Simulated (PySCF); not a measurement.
**Excitation energy of Sc⁺ by level of theory**

Sc⁺ [Ar] 3d1 4s1 (3D) → Sc⁺ [Ar] 3d2 (3F), as a difference of total energies. Computed with PySCF 2.14 in x2c-TZVPPall, with the spin-free X2C one-electron Hamiltonian (Gaussian nucleus). Correlated levels: valence: [Ar] frozen. The calculations carry no spin-orbit coupling.

```csv
method,excitation energy (cm⁻¹)
UHF,7450.6
MP2 (valence),7023.8
SCS-MP2 (valence),7308.3
CCSD (valence),6793.7
```

Task: How much does correlation contribute at MP2 (valence)?

Result: 7023.8 − (7450.6) = -426.8 cm⁻¹, measured against UHF.

Errors of the correlated levels include the incompleteness of this basis and the frozen core.

With two correlated electrons CCSD is exact in that space.

For comparison: 4803.5 cm⁻¹ (measured; NIST levels, between the centres of gravity of the two terms).
